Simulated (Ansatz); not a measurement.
Consider the formal exchange of groups at the Al–Si bond: `[CH3][Al]([NH2])[SiH2][SiH3]` + BH₃ → `[BH2][Al]([CH3])[NH2]` + `[SiH3][SiH3]`.

Isolated molecules relaxed with PBE0-D4/def2-TZVP in Ansatz; ΔE leaves out vibrations. CBS: MP2 limit from def2 TZ/QZ plus the TZ coupled-cluster correction, frozen cores. This one scheme is used for every species. DFT in def2-TZVPP. B3LYP here is the variant with VWN-RPA as its local correlation; programs differ in this. Each species was taken in one conformer, which may not be the lowest.

`[CH3][Al]([NH2])[SiH2][SiH3]`:

Z-matrix (Å, degrees):
```
C
Al 1 1.950
H 1 1.095 2 110.8
H 1 1.093 2 112.5 3 120.8
H 1 1.095 2 111.1 3 -118.2
N 2 1.770 1 120.2 3 -119.5
Si 2 2.450 1 123.2 3 58.3
H 6 1.007 2 124.6 1 -179.7
H 6 1.008 2 125.3 1 -0.1
Si 7 2.340 2 110.7 1 -66.7
H 7 1.494 2 112.9 1 172.6
H 7 1.494 2 111.7 1 52.1
H 10 1.490 7 109.8 2 57.7
H 10 1.489 7 112.9 2 178.5
H 10 1.490 7 110.1 2 -60.6
```

BH₃:

```xyz
4

B     0.000    0.000    0.000
H     1.003   -0.545   -0.350
H    -0.784   -0.579    0.689
H    -0.219    1.123   -0.339
```

`[BH2][Al]([CH3])[NH2]`:

Cartesian coordinates in Å:
```
B 1.773 0.475 -1.165
Al 0.100 0.107 0.103
C -1.419 -1.015 -0.416
N 0.067 0.847 1.717
H 1.817 1.387 -1.946
H 2.748 -0.226 -1.187
H -2.172 -1.084 0.375
H -1.915 -0.626 -1.312
H -1.099 -2.034 -0.657
H -0.680 0.728 2.383
H 0.780 1.442 2.107
```

`[SiH3][SiH3]`:

```xyz
8

Si    0.538   -0.411   -0.953
Si   -0.538    0.411    0.953
H     0.646   -1.893   -0.886
H    -0.227   -0.045   -2.175
H     1.907    0.161   -1.060
H     0.225    0.042    2.176
H    -1.908   -0.158    1.058
H    -0.642    1.893    0.887
```

Q: Is it downhill or uphill in electronic energy at CCSD(T)/CBS, and by how much? (An estimate is asked.)

A: Ansatz gave: Uphill: ΔE = +46.9 kJ/mol.

Q: What do these levels give: PBE-D4, B3LYP-D4, PBE, PBE0, HF/def2-TZVPP, MP2/def2-TZVPP? (Best estimate.)

A: Ansatz gave: PBE-D4 51.2, B3LYP-D4 47.4, PBE 47.2, PBE0 47.4, HF/def2-TZVPP 38.0, MP2/def2-TZVPP 51.0 kJ/mol.

Largest T1 diagnostic among the species: 0.013.

The D4 term adds +6.2 kJ/mol with B3LYP and +3.9 kJ/mol with PBE0; it sums over pairs of atoms, weighted by their polarisabilities, and B3LYP, whose exchange is more repulsive, gets the larger term. In def2-TZVPP, CCSD(T) changes the Hartree–Fock value by +9.0 kJ/mol (the triples alone add +2.7 kJ/mol) and MP2 by +13.0 kJ/mol.
